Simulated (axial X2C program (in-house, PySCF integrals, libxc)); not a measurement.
# Nuclear properties of GaBr⁻

Calculated with an axial X2C code built on PySCF integrals: two-component X2C with atomic mean-field Coulomb and Gaunt terms, Gaussian nuclei, basis Br dyall-acv3z, Ga dyall-acv3z with contracted cores.

R = 2.559 Å (near the PBE0 minimum at charge -1 of the determinant lowest at the starting distance; the state shown can have its own minimum elsewhere).

Determinant lowest in the PBE0 search, Ω = 1/2 (⟨Sz⟩ = -0.50, ⟨Lz⟩ = 1.00 at PBE0), spin on the atoms Br 0.03, Ga -0.53:

```tsv
level	Eeff magnitude (GV/cm)	Ws magnitude Br (kHz)	Ws magnitude Ga (kHz)	A∥/gI Br (MHz)	qzz Br (a.u.)	A∥/gI Ga (MHz)	qzz Ga (a.u.)
PBE0	0.107	0.0281	0.0595	153	1.71	778	-0.38
HF	0.253	0.00872	0.22	102	1.51	841	-0.36
PBE50	0.13	0.0147	0.0919	136	1.69	824	-0.26
TPSSh	0.0942	0.0218	0.0544	155	1.70	753	-0.36
LDA	0.0575	0.0467	9.01e-05	186	1.73	694	-0.45
```

Determinant 0.06 eV from it at PBE0 and this distance, Ω = 3/2 (⟨Sz⟩ = 0.50, ⟨Lz⟩ = 1.00 at PBE0), spin on the atoms Br -0.03, Ga 0.53:

| level | Eeff magnitude (GV/cm) | Ws magnitude Br (kHz) | Ws magnitude Ga (kHz) | A∥/gI Br (MHz) | qzz Br (a.u.) | A∥/gI Ga (MHz) | qzz Ga (a.u.) |
| --- | --- | --- | --- | --- | --- | --- | --- |
| PBE0 | 0.175 | 0.0159 | 0.0327 | 29.2 | 1.74 | 26.2 | -0.47 |
| HF | 0.414 | 0.00987 | 0.107 | 28.9 | 1.53 | -32.5 | -0.45 |
| PBE50 | 0.22 | 0.0135 | 0.0476 | 28.7 | 1.71 | 26 | -0.35 |
| TPSSh | 0.153 | 0.0127 | 0.0294 | 30.9 | 1.72 | 41.5 | -0.46 |
| LDA | 0.116 | 0.021 | 0.0112 | 33.4 | 1.76 | 59.3 | -0.55 |

Eeff is the effective electric field on the electron electric dipole moment in this Ω state and Ws the scalar–pseudoscalar constant of the nucleus named (defined with the proton number Z and per Ω); A∥ (defined per Ω) follows by multiplying with gI = μI/(I μN); qzz is the electric field gradient, eQq0 = 234.96 MHz × Q/barn × qzz. The operators were transformed with the bare-nucleus X2C matrices; with these basis sets, hyperfine constants and field gradients can be off by tens of per cent, and where levels differ in sign neither size nor sign is settled.

Q: With gI(79Br) = 1.4043, Q(79Br) = 0.3087 barn, gI(69Ga) = 1.3444, Q(69Ga) = 0.171 barn (g factors from the IAEA table of nuclear moments by Stone; Q from Pyykkö, Mol. Phys. 2018), turn the PBE0 values of the first state into constants in MHz.

A: A∥(79Br) = 153 × 1.4043 = 215 MHz; eQq0(79Br) = 234.96 × (0.3087) × (1.71) = 124 MHz; A∥(69Ga) = 778 × 1.3444 = 1050 MHz; eQq0(69Ga) = 234.96 × (0.171) × (-0.38) = -15.3 MHz.

Each state is one determinant with collinear spin. Unrestricted Hartree–Fock can overshoot spin polarisation at the nuclei. For an anion, determinants above electron detachment, or with a positive highest level, are held by the basis set. Where Eeff spreads by more than a factor of two the levels disagree and none is to be relied on. The search compared states at one distance, so a state with another bond length can lie lower. The sign of Ws at Br differs between levels in the first state. PBE0 term energies can be off by some tenths of an eV.
